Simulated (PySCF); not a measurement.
Te(F)(GeH3) (FGeH3Te), SMILES F[Te][GeH3].

Geometry: PBE0-D3(BJ)/def2-SVP. The def2 effective core potentials stand for the cores of Te; spin–orbit coupling is left out.

Level of theory: CAM-B3LYP/def2-TZVPD (PySCF).

The molecule is in vacuum.

```yaml
total_energy: -2446.82215 hartree
point_group: Cs
highest_occupied_level: -7.83 eV
lowest_empty_level: -1.61 eV
orbital_gap: 6.22 eV
dipole_moment: 2.67 D
quadrupole, principal values (traceless, Buckingham form, about the centre of nuclear charge): -3.87, -1.77, 5.64 D·Å
mean_static_polarisability: 75.4 bohr³ (11.18 Å³)
polarisability_principal_values: 65.1, 65.8, 95.4 bohr³
```
